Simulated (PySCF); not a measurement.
SnF₃Cl, SMILES [Sn]([F])([F])([Cl])[F]. The structure is a stationary point at B3LYP-D3(BJ)/def2-SVP. The def2 effective core potentials stand for the cores of Sn; spin–orbit coupling is left out.

Q: Give the equilibrium geometry at B3LYP-D3(BJ)/def2-SVP (PySCF confirms it by a frequency run) as bond lengths and angles, and its point group. (Estimate from the structure and the level; the computed values follow.)

A: point group C3v.
Atoms: F1 Sn2 F3 F4 Cl5. Bonded distances (Å): F1–Sn2 1.916, Sn2–F3 1.916, Sn2–F4 1.916, Sn2–Cl5 2.310. Bond angles (°): F1–Sn2–F3 107.4, F1–Sn2–F4 107.4, F1–Sn2–Cl5 111.5, F3–Sn2–F4 107.4, F3–Sn2–Cl5 111.5, F4–Sn2–Cl5 111.5.
